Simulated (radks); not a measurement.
Task: These are the eigenvalues of the occupied orbitals of an atom or ion with whole-number occupations (hartree). Calculated with a radial shooting solver on a logarithmic mesh with Libxc functionals: non-relativistic Kohn-Sham, LDA (Slater exchange, Perdew-Wang correlation), spin-polarised, spherical densities, point nucleus.

orbital  eigenvalue
1s up     -66.61096
1s down   -66.60488
2s up      -6.45659
2s down    -6.44859
2p up      -4.89928
2p down    -4.88924
3p up      -1.18743

Which element is it, and in what charge state? The configuration may be excited. Open shells, if any, are filled with parallel spins first.

Result: Z = 14, silicon, charge +3: Si3+ in [Ne] 3p1. The list shows which subshells hold electrons but not how many an open one holds; the 1s level, -66.611 hartree, gives Z - s = 11.5 by -(Z - s)^2/2, which with screening narrows Z to a few neighbours, and the depths of the outer levels then fix element, charge and occupations together.
